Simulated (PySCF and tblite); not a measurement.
C₅H₁₀F₂, numbered as in [CH3:1][C@H:2]([F:3])[CH2:4][C@H:5]([CH3:6])[F:7]. Free energies: TPSS-D3(BJ)/def2-SVP (IEF-PCM, dimethylsulfoxide) on PBE0-D3(BJ)/def2-SVP structures plus GFN2-xTB thermal terms, symmetry and mirror images included. Conformers within 2.5 kcal/mol (GFN2-xTB free energy) were kept, 5 at most. GIAO shieldings: PBE0/pcSseg-1 (IEF-PCM, dimethylsulfoxide). Shifts are against TMS (¹H), TMS (¹³C), CFCl3 (¹⁹F) at the same level. Run with PySCF (density fitting) and tblite.

Torsions listed: F3–C2–C4–C5, C2–C4–C5–F7.

Two conformers hold nearly all the population. I: 165°, 64°; δ(F3/F7) = -197.89 ppm. II: 62°, 62°; δ(F3/F7) = -210.09 ppm. The average over the ensemble at 298.15 K is -206.78 ppm.

(1) What populations and free-energy difference follow from a two-state model?

Unscaled ¹⁹F shifts at such levels can be off by tens of ppm; differences between conformers or isomers are more reliable.

## Answers

(1) p(I) = (-206.78 − (-210.09))/(-197.89 − (-210.09)) = 0.27, so K = p(II)/p(I) = 2.69 and G(II) − G(I) = −RT ln K = -0.59 kcal/mol. The weights computed directly are 25.0 % and 72.6 %, with 2.4 % in minor conformers.
